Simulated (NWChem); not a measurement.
**ClPb (+1)**

```xyz
2

Pb     0.0000     0.0000    -0.4103
Cl     0.0000     0.0000     1.9789
```
Charge +1, spin multiplicity 1.

All runs are NWChem calculations. Structure: optimised with PBE0/def2-SVP with def2 effective core potentials on Pb, a minimum by its harmonic frequencies.

Symmetry labels belong to the abelian group C2v used in the runs, with the axes of the coordinates shown; states degenerate in a higher group split over its labels.

Effective core potentials replace the inner electrons of Pb; spin-orbit coupling is left out. B3LYP has NWChem's definition, with VWN1-RPA local correlation. The spin multiplicity of the parent species was assumed, not shown to be that of its ground state. The structure started from a generated list of species.

Problem. List the lowest 3 singlet excitations that TD-B3LYP/def2-SVPD with def2 effective core potentials on Pb, VWN1-RPA local correlation gives, with oscillator strengths.

Solution. 
```
state  symmetry  energy (eV)  wavelength (nm)      f
-----  --------  -----------  ---------------  -----
1            a2         3.95              314  0.000
2            a2         4.09              303  0.000
3            a1         4.09              303  0.000
```
